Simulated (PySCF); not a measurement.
## Working out the ionisation energy of Rb⁺

Rb⁺ [Kr] (1S) → Rb²⁺ [Ar] 3d10 4s2 4p5 (2P). All numbers are calculated (PySCF 2.14, the spin-free X2C one-electron Hamiltonian (Gaussian nucleus), in x2c-TZVPall (8s6p6d1f, 63 functions)). Frozen: [Ar] 3d10 4s2. Energies in hartree (1 hartree = 27.21139 eV):

```csv
part,Rb⁺ (lower),Rb²⁺ (upper)
UHF,-2978.977501,-2978.005389
MP2 opposite-spin,-0.086628,-0.058126
MP2 same-spin,-0.035101,-0.023389
```

Q: What does Hartree-Fock give?

A: (-2978.005389) − (-2978.977501) = 0.972112 hartree = 26.453 eV.

Q: What do MP2 and SCS-MP2 (6/5 opposite-spin, 1/3 same-spin) give?

A: The opposite-spin parts differ by 0.776 eV and the same-spin parts by 0.319 eV. MP2: 26.453 + (0.776) + (0.319) = 27.548 eV. SCS-MP2: 26.453 + 1.2 × (0.776) + (0.319)/3 = 27.491 eV.

Reference: 27.290 eV (measured; NIST Atomic Spectra Database, ionization energies), between the lowest levels; spin-orbit coupling is absent from the calculation.

What remains against the reference includes basis incompleteness, the frozen core and correlation beyond second order.
